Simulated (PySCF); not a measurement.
# Computed properties of CH9N3Si, SMILES [SiH](CN)(N)N

CH9N3Si, SMILES NC[SiH](N)N. The structure is a stationary point at r2SCAN-D4/def2-SVP. This is a generated structure with no PubChem entry under its InChIKey; it may be hypothetical. Other conformers were not sampled. All values are computed for the isolated molecule unless a solvent is named; none is compared with measurement here.

**Structure.** All 36 harmonic modes at r2SCAN-D4/def2-SVP (PySCF) are real, so it is a minimum. With heavy atoms numbered as in [NH2:1][CH2:2][SiH:3]([NH2:4])[NH2:5], the shortest bond between them is N1–C2 at 1.477 Å and the longest C2–Si3 at 1.894 Å.

**Vibrations.** The strongest infrared lines (harmonic, unscaled, degenerate partners summed) lie at 891 cm⁻¹ (268 km/mol, H 54 %, Si 24 %, N 19 %), 2149 cm⁻¹ (252 km/mol, H 97 %), 921 cm⁻¹ (189 km/mol, H 56 %, N 26 %, Si 14 %). The softest mode is at 86 cm⁻¹ and the zero-point energy is 72.4 kcal/mol.

**Electronic structure.** HF/def2-TZVP (PySCF) places the frontier levels at -9.60 and 3.27 eV, a gap of 12.87 eV, and gives a dipole moment of 1.66 D and a mean polarisability of 56.3 bohr³. PBE/def2-TZVP (PySCF) at the same geometry gives -4.86 and -0.19 eV, so its gap is 8.20 eV narrower. An orbital gap is neither the optical nor the fundamental gap.

**Excitations.** TDDFT-B3LYP/def2-SVPD (PySCF) has S1 at 5.27 eV (235 nm, f = 0.006, weak); the most intense of the 10 singlets computed lies at 7.18 eV (f = 0.10). T1 (TDA) is at 5.09 eV. TDDFT-PBE/def2-SVPD (PySCF) puts S1 at 4.63 eV. No vertical singlet excitation falls in the visible range (under 3.1 eV).

**NMR.** GIAO shifts at PBE0/pcSseg-1 (PySCF) (non-relativistic, atoms alike by connectivity averaged): ¹³C at 36.8 ppm against TMS; ¹H from 0.4 to 5.2 ppm against TMS; ²⁹Si at -22.7 ppm against TMS.

**Solvation.** SMD-B3LYP/6-31G* (PySCF) gives -5.7 kcal/mol in water, -5.3 kcal/mol in diethylether, -6.3 kcal/mol in 1-octanol (1 M in both phases, gas-phase geometry); of these solvents 1-octanol holds the molecule best.
